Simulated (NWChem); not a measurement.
Species: C$_{2}$H$_{6}$BBr; SMILES CB(C)Br

```xyz
10

B     -0.0006     0.9199    -0.0001
Br    -0.0010    -1.0160     0.0000
C     -1.3779     1.6572    -0.0069
H     -1.3253     2.6323    -0.5166
H     -1.6191     1.8786     1.0511
H     -2.2122     1.0664    -0.4085
C      1.3802     1.6515     0.0070
H      1.3211     2.6607     0.4435
H      1.6693     1.7874    -1.0532
H      2.1907     1.0820     0.4826
```
Atoms are numbered in this order, from 1.

All runs: NWChem. Pople sets run with spherical d functions. The geometry was optimised at PBE0/def2-SVP.

**Question.** Taking B3LYP/6-311G** as the yardstick, which of these has the fewest basis functions while keeping “highest occupied level (eV)” within 0.2 eV of it: B3LYP/6-31G*; B3LYP/STO-3G; B3LYP/3-21G?

**Answer.** B3LYP/6-31G*.
| level | basis functions | highest occupied level (eV) | relative time (rough) |
|---|---|---|---|
| B3LYP/STO-3G | 39 | -4.82 | 1 |
| B3LYP/3-21G | 61 | -7.19 | 1 |
| B3LYP/6-31G* | 86 | -7.45 | 3 |
| B3LYP/6-311G** | 134 | -7.59 | 6 |

The yardstick is one finite set, not the basis-set limit.
